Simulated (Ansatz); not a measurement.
Wavefunction ladder for C₂H₇CdN, SMILES `C[CH2][Cd][NH2]`

```json
{"atom": "C1", "x (Å)": "1.015", "y (Å)": "-1.525", "z (Å)": "-0.582"}
{"atom": "C2", "x (Å)": "0.416", "y (Å)": "-0.210", "z (Å)": "-1.069"}
{"atom": "Cd3", "x (Å)": "-0.575", "y (Å)": "0.919", "z (Å)": "0.414"}
{"atom": "N4", "x (Å)": "-1.380", "y (Å)": "2.033", "z (Å)": "1.896"}
{"atom": "H5", "x (Å)": "0.254", "y (Å)": "-2.199", "z (Å)": "-0.178"}
{"atom": "H6", "x (Å)": "1.518", "y (Å)": "-2.062", "z (Å)": "-1.394"}
{"atom": "H7", "x (Å)": "1.757", "y (Å)": "-1.372", "z (Å)": "0.207"}
{"atom": "H8", "x (Å)": "-0.301", "y (Å)": "-0.391", "z (Å)": "-1.874"}
{"atom": "H9", "x (Å)": "1.196", "y (Å)": "0.431", "z (Å)": "-1.491"}
{"atom": "H10", "x (Å)": "-1.883", "y (Å)": "2.852", "z (Å)": "1.573"}
{"atom": "H11", "x (Å)": "-2.017", "y (Å)": "1.525", "z (Å)": "2.498"}
```

Total charge 0; spin multiplicity 1. Correlated methods include outer-core shells of Cd, which these sets cover unevenly. Cd takes the def2 core potential. All single points use the PBE0-D4/def2-TZVP geometry. It is one conformer, not always the lowest. Frozen core, restricted reference, the Gaussian-basis code of Ansatz.

```
     basis     HF (Eh)  MP2 corr.  CCSD corr.       (T)  CCSD(T) total
  def2-SVP           ?          ?    -0.87937  -0.02445              ?
def2-TZVPP  -301.14779   -1.31125           ?  -0.04535              ?
def2-QZVPP           ?   -1.43246           –         –              –
```

Fill in the withheld values. (Estimate.)

Computed: def2-SVP HF (Eh): -300.95220; def2-SVP MP2 corr.: -0.85758; def2-SVP CCSD(T) total: -301.85602; def2-TZVPP CCSD corr.: -1.30535; def2-TZVPP CCSD(T) total: -302.49849; def2-QZVPP HF (Eh): -301.15793.
